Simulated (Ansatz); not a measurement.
Reaction (β-hydride elimination): `C=C[Si](O)(Cl)OC` → `C=C[SiH](O)Cl` + `C=O`

Isolated molecules relaxed with PBE0-D4/def2-TZVP in Ansatz; ΔE leaves out vibrations. CCSD(T)/CBS is the MP2 limit (def2-TZVPP, def2-QZVPP) plus CCSD(T) − MP2 in def2-TZVPP, frozen cores. This one scheme is used for every species. DFT in def2-TZVPP. B3LYP here is the variant with VWN-RPA as its local correlation; programs differ in this. One conformer a species, not always the lowest.

| level | ΔE (eV) |
| --- | --- |
| B3LYP-D4 | 2.29 |
| B2PLYP | 2.21 |
| B3LYP | 2.10 |
| MP2/def2-TZVPP | 2.40 |
| SCS-MP2/def2-TZVPP | 2.25 |
| MP2/def2-QZVPP | 2.44 |
| SCS-MP2/def2-QZVPP | 2.29 |
| HF/CBS(def2) | 2.12 |

(1) What does CCSD(T)/CBS give? (Estimate.)

Largest T1 diagnostic among the species: 0.015.

Results:

(1) Computed: +2.36 eV. The listed levels differ from it by -0.07, -0.15, -0.26, 0.04, -0.11, 0.08, -0.07, -0.24 eV.

In def2-TZVPP, CCSD(T) changes the Hartree–Fock value by +0.18 eV (the triples alone add −0.00 eV) and MP2 by +0.29 eV. From PBE to PBE0 (25 % exact exchange), in def2-TZVPP and without D4, ΔE moves by +0.18 eV.
